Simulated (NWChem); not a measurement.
# Correlation energy of Ge

```
Ge
```
Charge 0, spin multiplicity 3.

All runs are NWChem calculations.

Basis set: def2-QZVP. Each correlation energy counts from its own Hartree-Fock reference.

The Hamiltonian is non-relativistic. The correlated methods keep 9 core orbitals frozen. No SCF solution was tested for a lower state. Open-shell Hartree-Fock references start from PBE0 orbitals. Coupled-cluster values serve here as a point of comparison, not as the truth.

Problem. For the correlation energy, UMP2 gives -235.5 mHa and SCS-UMP2 gives -216.7 mHa. What do CCSD[T] on UHF, CCSD(T) on UHF give?

Solution. CCSD[T] on UHF: -243.9 mHa; CCSD(T) on UHF: -242.9 mHa.
